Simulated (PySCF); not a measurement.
Spinor energies of Xe⁴⁷⁺ (xenon, charge +47)

Start: [He] 2s2 2p3; 2p1/2 filled at m_j = -1/2, +1/2; 2p3/2 filled at m_j = +3/2. Calculated with PySCF 2.14 in an even-tempered Gaussian basis (17 s from 26 bohr⁻², ratio 2.4; 12 p from 34 bohr⁻², ratio 2.4; 5 d from 120 bohr⁻², ratio 2.6; 4 f from 170 bohr⁻², ratio 2.6): generalised Hartree-Fock with the X2C-1e Hamiltonian and a Gaussian nucleus; one run each with spin-orbit coupling (SO) switched off, then screened by Boettger's factors.

```tsv
spinor shell	electrons	ε, spin-free (eV)	ε, screened SO (eV)	weight of nominal j (screened SO)	rms radius, screened SO (bohr)
1s1/2	2	-38716.9	-38699.8	1.000	0.0304
2s1/2	2	-8941.6	-8936.4	1.000	0.119
2p1/2	2	-8529.5	-8734.8	0.999	0.102
2p3/2	1	-8529.5	-8390.4	1.000	0.106
```

```tsv
quantity	spin-free	screened SO
E (hartree)	-4681.20936	-4693.38696
M_J	3/2	3/2
⟨J²⟩	3.750	3.750
⟨L²⟩	0.000	2.453
⟨S²⟩	3.750	1.531
```

Each row is a mean over spinors that exchange with the open shell spreads, by up to 50.505 eV (2s1/2).

Breit and QED terms are absent; they matter most for the inner s and p1/2 levels.

Densities and radii are taken from the X2C orbitals without a picture-change correction, which distorts them close to the nucleus.

Without spin-orbit coupling the j labels of p, d and f shells carry no meaning; the spin-free column gives the mean over the occupied spinors of each nl shell.
